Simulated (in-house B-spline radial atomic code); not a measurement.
What moves the levels of Tm⁺ ([Xe] 4f13 6s1)? Level of theory: Dirac-Hartree-Fock, average of the jj configuration, Fermi nucleus of rms radius 5.0643 fm; calculated with a B-spline radial code for spherical atoms.

Baseline run (computed): total energy -13574.1995 hartree, 1s1/2 at -2195.999 hartree, 6s1/2 at -11.188 eV with <r> = 3.805 bohr.

Changing the nucleus:

| nucleus | ΔE (eV) |
| --- | --- |
| Fermi nucleus of rms radius 5.0755 fm, A = 154 | 0.144 |
| Fermi nucleus of rms radius 5.0976 fm, A = 156 | 0.429 |
| Fermi nucleus of rms radius 5.114 fm, A = 157 | 0.641 |
| Fermi nucleus of rms radius 5.1235 fm, A = 158 | 0.764 |
| Fermi nucleus of rms radius 5.1392 fm, A = 159 | 0.968 |
| Fermi nucleus of rms radius 5.1504 fm, A = 160 | 1.11 |
| Fermi nucleus of rms radius 5.1616 fm, A = 161 | 1.26 |
| Fermi nucleus of rms radius 5.1713 fm, A = 162 | 1.39 |
| Fermi nucleus of rms radius 5.1849 fm, A = 163 | 1.56 |
| Fermi nucleus of rms radius 5.1906 fm, A = 164 | 1.64 |
| Fermi nucleus of rms radius 5.2004 fm, A = 165 | 1.77 |
| Fermi nucleus of rms radius 5.2046 fm, A = 166 | 1.82 |
| Fermi nucleus of rms radius 5.2129 fm, A = 167 | 1.93 |
| Fermi nucleus of rms radius 5.217 fm, A = 168 | 1.98 |
| Fermi nucleus of rms radius 5.2256 fm, A = 169 | 2.1 |
| Fermi nucleus of rms radius 5.2303 fm, A = 170 | 2.16 |
| Fermi nucleus of rms radius 5.2388 fm, A = 171 | 2.27 |
| Fermi nucleus of rms radius 5.2411 fm, A = 172 | 2.3 |

A larger nucleus binds the electrons less, roughly as the density at the nucleus times the change of the nuclear <r²>. The reference is A = 153.
